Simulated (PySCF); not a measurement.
Isomers of C6H10OSSi, mass 158.022 u with the commonest isotopes. Level of theory: PBE0/pcSseg-1 in PySCF (dipole) on a GFN2-xTB geometry, gas phase. One conformer each, none proved a minimum here; rigid rotors.

**Question.** Order these by dipole moment, smallest first.
A. `[CH2:1]=[CH:2][S:3][C@@H:4]1[CH2:5][Si@H:6]1[C:7]([CH3:8])=[O:9]` with C1–C2–S3–C4 174°, C2–S3–C4–C5 148°, C5–Si6–C7–C8 -152°
B. `[CH3:1][S:2][C:3]1=[CH:4][C:5]([O:6][SiH3:7])=[CH:8][CH2:9]1` with C1–S2–C3–C4 3°, C4–C5–O6–Si7 -179°
C. `[CH:1]#[C:2][SiH2:3]/[C:4](=[CH:5]/[S:6][CH3:7])[CH2:8][OH:9]` with C2–Si3–C4–C5 -10°, C4–C5–S6–C7 174°, Si3–C4–C8–O9 24°, C4–C8–O9–H 71°

**Answer.** B (0.48 D), A (2.74 D), C (3.00 D).

**Question.** Order these by out-of-plane moment Σ m c² = (Ia + Ib − Ic)/2, largest first.
A. `[CH:1]#[C:2][SiH2:3]/[C:4](=[CH:5]/[S:6][CH3:7])[CH2:8][OH:9]` with C2–Si3–C4–C5 -10°, C4–C5–S6–C7 174°, Si3–C4–C8–O9 24°, C4–C8–O9–H 71°
B. `[CH2:1]=[CH:2][S:3][C@@H:4]1[CH2:5][Si@H:6]1[C:7]([CH3:8])=[O:9]` with C1–C2–S3–C4 174°, C2–S3–C4–C5 148°, C5–Si6–C7–C8 -152°
C. `[CH3:1][S:2][C:3]1=[CH:4][C:5]([O:6][SiH3:7])=[CH:8][CH2:9]1` with C1–S2–C3–C4 3°, C4–C5–O6–Si7 -179°

**Answer.** B (57.47 u·Å²), A (11.13 u·Å²), C (6.14 u·Å²).

**Question.** Order these by rotational constant A, smallest first.
A. `[CH3:1][S:2][C:3]1=[CH:4][C:5]([O:6][SiH3:7])=[CH:8][CH2:9]1` with C1–S2–C3–C4 3°, C4–C5–O6–Si7 -179°
B. `[CH2:1]=[CH:2][S:3][C@@H:4]1[CH2:5][Si@H:6]1[C:7]([CH3:8])=[O:9]` with C1–C2–S3–C4 174°, C2–S3–C4–C5 148°, C5–Si6–C7–C8 -152°
C. `[CH:1]#[C:2][SiH2:3]/[C:4](=[CH:5]/[S:6][CH3:7])[CH2:8][OH:9]` with C2–Si3–C4–C5 -10°, C4–C5–S6–C7 174°, Si3–C4–C8–O9 24°, C4–C8–O9–H 71°

**Answer.** C (1243 MHz), B (2157 MHz), A (3528 MHz).

| SMILES | point group | Ia (u·Å²) | Ib (u·Å²) | Ic (u·Å²) | κ | μa (D) | μb (D) | μc (D) |
| --- | --- | --- | --- | --- | --- | --- | --- | --- |
| CSC1=CC(O[SiH3])=CC1 | near Cs | 143.26 | 1002.01 | 1132.98 | -0.96 | 0.12 | 0.45 | 0.11 |
| C=CS[C@@H]1C[Si@H]1C(C)=O | C1 | 234.33 | 857.62 | 977.01 | -0.91 | 1.16 | 1.50 | 1.98 |
| C#C[SiH2]/C(=C/SC)CO | C1 | 406.69 | 642.54 | 1026.98 | -0.22 | 1.88 | 2.00 | 1.21 |
